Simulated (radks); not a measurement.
The numbers below are computed, except where a source is named.
Question: These are the eigenvalues of the occupied orbitals of an atom or ion with whole-number occupations (hartree). Code: a radial shooting solver on a logarithmic mesh with Libxc functionals. Model: scalar-relativistic Kohn-Sham, LDA (Slater exchange, Perdew-Wang correlation), spin-polarised, spherical densities, finite nucleus; Fermi nuclear charge, rms radius of each element as measured or else 0.836 A^(1/3) + 0.57 fm.

orbital  eigenvalue
1s        -2397.923
2s        -411.4261
2p        -361.6870
3s        -94.89413
3p        -80.02809
3d        -62.37220
4s        -20.30456
4p        -15.42370
4d         -9.10778
5s         -3.97558
5p         -2.79420
4f         -2.14278

Which element is it, and in what charge state? The configuration may be excited. Open shells, if any, are filled with parallel spins first.

Answer: Z = 72, hafnium, charge +4: Hf4+ in [Xe] 4f14. The list shows which subshells hold electrons but not how many an open one holds; the 1s level, -2397.9 hartree, gives Z - s = 69.3 by -(Z - s)^2/2, which with screening and relativity narrows Z to a few neighbours, and the depths of the outer levels then fix element, charge and occupations together.
